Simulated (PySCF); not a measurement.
Predicted microwave data (PBE0/def2-SVPD in PySCF (dipole) on a GFN2-xTB geometry, gas phase) for one isomer of C5H11ClSi:

* Rotational constants: A = 3212, B = 1018, C = 865.6 MHz
* Dipole components: |μa| = 1.56 D, |μb| = 0.55 D, |μc| = 0.96 D
* Inertial defect: -69.72 u·Å²
* κ: -0.87

Problem. Which candidate fits, each taken in the one conformer that was computed?
A. `[CH3:1][C@@H:2]1[CH2:3][CH2:4][Si@@H:5]1[CH2:6][Cl:7]` with C4–Si5–C6–Cl7 -174°, C1–C2–C3–C4 -105°, C2–C3–C4–Si5 -13°, C3–C4–Si5–C6 125°, C1–C2–Si5–C4 105°
B. `[CH3:1][CH:2]([CH3:3])[SiH2:4]/[CH:5]=[CH:6]/[Cl:7]` with C1–C2–Si4–C5 60°, C2–Si4–C5–C6 101°

Solution. A. It is C[C@@H]1CC[Si@@H]1CCl, an asymmetric top, point group C1. The candidates at the same level (rigid rotor, commonest isotopes):

```tsv
SMILES	A (MHz)	B (MHz)	C (MHz)	μa (D)	μb (D)	μc (D)	Δ (u·Å²)	point group	rotor
CC(C)[SiH2]/C=C/Cl	3084	722.5	683.4	1.65	0.01	0.25	-123.87	C1	near-prolate asymmetric top
C[C@@H]1CC[Si@@H]1CCl	3212	1018	865.6	1.56	0.55	0.96	-69.72	C1	asymmetric top
```

`CC(C)[SiH2]/C=C/Cl` has B 29 % too low. No structure here is proved a minimum.
